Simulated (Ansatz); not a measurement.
Stepwise reaction of `[O]=[Nb]([Cl])([Cl])[Cl]` with water, as a gas-phase model of exchange steps in deposition or etching. ΔE in kJ/mol; ΔG adds harmonic PBE0-D4 terms to CCSD(T)/CBS, at 1 bar.

Calculated with Ansatz (gas phase, PBE0-D4/def2-TZVP geometries, no zero-point term in ΔE). CBS: MP2 limit from def2 TZ/QZ plus the TZ coupled-cluster correction, frozen cores. This one scheme is used for every species. DFT in def2-TZVPP. B3LYP here is the variant with VWN-RPA as its local correlation; programs differ in this. Elements past krypton have def2 core potentials. For Nb outer-core shells are correlated without core-valence functions, which leaves a few kJ/mol of doubt a bond. One conformer a species, not always the lowest.

```tsv
step	reaction	PBE-D4	B3LYP-D4	ωB97M-V	CCSD(T)/CBS	ΔG(500 K)
1	`[O]=[Nb]([Cl])([Cl])[Cl]` + H₂O → `[O]=[Nb]([OH])([Cl])[Cl]` + HCl	15.0	13.0	10.5	18.5	9.7
2	`[O]=[Nb]([OH])([Cl])[Cl]` + H₂O → `[O]=[Nb]([OH])([OH])[Cl]` + HCl	23.8	21.7	20.1	27.4	21.9
```

Question: Give the row of step 3, `[O]=[Nb]([OH])([OH])[Cl]` + H₂O → `[O]=[Nb]([OH])([OH])[OH]` + HCl. (An estimate is asked.)

Answer: The calculation gave: 
| step | reaction | PBE-D4 | B3LYP-D4 | ωB97M-V | CCSD(T)/CBS | ΔG(500 K) |
| --- | --- | --- | --- | --- | --- | --- |
| 3 | `[O]=[Nb]([OH])([OH])[Cl]` + H₂O → `[O]=[Nb]([OH])([OH])[OH]` + HCl | 32.9 | 30.7 | 29.8 | 36.1 | 33.9 |

Question: By hand: ΔE of the 3 steps together at CCSD(T)/CBS.

Answer: (18.5) + (27.4) + (36.1) = 82.0 kJ/mol, or 27.3 kJ/mol a step.

In ΔE each step is higher than the one before. All are uphill at CCSD(T)/CBS. ΔG lies between 9.7 and 33.9 kJ/mol a step. PBE-D4 differs from CCSD(T)/CBS by -3.6 to -3.2 kJ/mol a step. Isolated molecules leave out the surface, adducts and barriers. Largest T1 diagnostic: 0.022.
